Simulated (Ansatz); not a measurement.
`S[SiH]1CO1` + H–F → `F[SiH]1CO1` + H₂S at 500 K and 1 bar (ligand exchange at the Si–S bond).

Computed with Ansatz on PBE0-D4/def2-TZVP structures; ΔE is electronic, products minus reactants. CCSD(T)/CBS adds triple-zeta CCSD(T) − MP2 to the extrapolated MP2 energy (def2 sets, frozen cores). This one scheme is used for every species. One conformer a species, not always the lowest.

```tsv
species	CCSD(T)/CBS energy (Eh)	H − E (kJ/mol)	S (J/(mol·K))
`S[SiH]1CO1`	-802.49340	165.9	364.9
H–F	-100.39570	39.4	188.7
`F[SiH]1CO1`	-503.94479	142.0	328.6
H₂S	-398.97279	57.0	224.0
```

H − E and S are ideal-gas, rigid-rotor, harmonic terms from PBE0-D4/def2-TZVP, for one conformer and one mirror image of each species. 1 Eh = 2625.50 kJ/mol, R = 8.31446 J/(mol·K).

By hand: ΔE, ΔH, ΔS and ΔG.

ΔE = (-503.94479) + (-398.97279) − (-802.49340) − (-100.39570) = -0.02848 Eh = -74.8 kJ/mol. Δ(H − E) = 142.0 + 57.0 − 165.9 − 39.4 = -6.3, so ΔH = -81.1 kJ/mol. ΔS = 328.6 + 224.0 − 364.9 − 188.7 = -1.0 J/(mol·K). ΔG = -81.1 − 500 × (-1.0)/1000 = -80.6 kJ/mol.

By hand: the equilibrium constant, and the temperature at which ΔG would vanish if ΔH and ΔS stayed fixed.

log₁₀ K = −ΔG/(RT ln 10) = 8.4. ΔG = 0 at ΔH/ΔS = 81100 K, far beyond where these terms or the molecules hold.

The number of gas molecules stays the same, so ΔS is small and ΔH decides. A doubt of 5 kJ/mol in ΔE shifts log₁₀ K by 0.5 here. Other conformers and mirror images would add mixing entropy, several J/(mol·K) or more a flexible species. These are equilibria of isolated gas molecules and say nothing of rates. Largest T1 diagnostic: 0.013 (customary marks: 0.02 for closed shells, 0.045 for open ones).
